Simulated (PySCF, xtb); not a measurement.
BH₂, SMILES [BH2+], charge +1.

Harmonic wavenumbers (cm⁻¹) from GFN2-xTB (xtb 6.7.1) at its own minimum, in rising order: 382, 382, 2470, 2632.

What does PBE-D3(BJ)/def2-TZVPD (PySCF 2.14.0) give at its own minimum? (The exact figures need the calculation; the answer reports its results.)

977, 977, 2593, 2885. Paired by order, the mean absolute difference is 391 cm⁻¹ and the zero-point energies are 8.4 and 10.6 kcal/mol.
